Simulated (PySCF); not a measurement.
# Working out the ionisation energy of V

V [Ar] 3d3 4s2 (4F) → V⁺ [Ar] 3d4 (5D). Calculation: PySCF 2.14, in def2-TZVPPD (6s6p4d2f1g, 67 functions); the non-relativistic Hamiltonian (point nucleus). Frozen: [Ar]. Energies in hartree (1 hartree = 27.21139 eV):

```json
{"part": "UHF", "V (lower)": "-942.874603", "V⁺ (upper)": "-942.657382"}
{"part": "CCSD correlation", "V (lower)": "-0.072558", "V⁺ (upper)": "-0.050952"}
{"part": "(T)", "V (lower)": "-0.002444", "V⁺ (upper)": "-0.000827"}
```

**Question.** What does Hartree-Fock give?

**Answer.** (-942.657382) − (-942.874603) = 0.217221 hartree = 5.911 eV.

**Question.** What do CCSD and CCSD(T) give?

**Answer.** The CCSD correlation energies differ by 0.021606 hartree = 0.588 eV and the triples by 0.001617 hartree = 0.044 eV, so CCSD gives 6.499 eV and CCSD(T) 6.543 eV.

Measured between the centres of the two terms (NIST): 6.732 eV, so CCSD(T) (valence) is off by -0.189 eV.

The calculation is non-relativistic.

What remains against the reference includes basis incompleteness, the frozen core and higher excitations.
